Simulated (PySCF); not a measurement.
Electron correlation in In (indium, neutral)

[Kr] 4d10 5s2 5p1, 2P determinant. All numbers are calculated (PySCF 2.14, the spin-free X2C one-electron Hamiltonian (Gaussian nucleus), in x2c-TZVPPall). Frozen: [Kr] 4d10; 3 electrons correlated.

| level | correlation energy (mhartree) |
| --- | --- |
| CCSD | -40.68 |
| (T) | -0.69 |
| CCSD(T) | -41.37 |
| CCSDT | -41.60 |

Diagnostics: T1 = 0.012, D1 = 0.0295, largest double amplitude 0.091.

Cost of the coupled-cluster step: about 0.8 core-seconds, for 3 correlated electrons.

Iterations:

```
CC2 = 0
CCSD nocc = (np.int64(2), np.int64(1)), nmo = (37, 37)
frozen orbitals [[0, 1, 2, 3, 4, 5, 6, 7, 8, 9, 10, 11, 12, 13, 14, 15, 16, 17, 18, 19, 20, 21, 22], [0, 1, 2, 3, 4, 5, 6, 7, 8, 9, 10, 11, 12, 13, 14, 15, 16, 17, 18, 19, 20, 21, 22]]
max_cycle = 100
direct = 0
conv_tol = 1e-08
conv_tol_normt = 1e-06
diis_space = 8
diis_start_cycle = 0
Init t2, MP2 energy = -0.0291714629638783
Init E_corr(UCCSD) = -0.0291714629677151
cycle = 1  E_corr(UCCSD) = -0.0364386402449729  dE = -0.00726717728  norm(t1,t2) = 0.0517906
cycle = 2  E_corr(UCCSD) = -0.0388991010559474  dE = -0.00246046081  norm(t1,t2) = 0.0221676
cycle = 3  E_corr(UCCSD) = -0.0406776967618835  dE = -0.00177859571  norm(t1,t2) = 0.0104646
cycle = 4  E_corr(UCCSD) = -0.0406635945770473  dE = 1.41021848e-05  norm(t1,t2) = 0.00145982
cycle = 5  E_corr(UCCSD) = -0.0406783830658311  dE = -1.47884888e-05  norm(t1,t2) = 0.000205622
cycle = 6  E_corr(UCCSD) = -0.0406735334753786  dE = 4.84959045e-06  norm(t1,t2) = 4.08564e-05
cycle = 7  E_corr(UCCSD) = -0.040675929322456  dE = -2.39584708e-06  norm(t1,t2) = 1.18437e-05
cycle = 8  E_corr(UCCSD) = -0.0406752384024082  dE = 6.90920048e-07  norm(t1,t2) = 3.45858e-06
cycle = 9  E_corr(UCCSD) = -0.0406753104206026  dE = -7.20181945e-08  norm(t1,t2) = 5.54401e-07
cycle = 10  E_corr(UCCSD) = -0.0406753213524121  dE = -1.09318094e-08  norm(t1,t2) = 1.07444e-07
cycle = 11  E_corr(UCCSD) = -0.0406753205464656  dE = 8.05946442e-10  norm(t1,t2) = 5.66454e-08
UCCSD converged
E(UCCSD) = -5878.281414158484  E_corr = -0.04067532054646563
UCCSD(T) correction = -0.000685740141636918
```
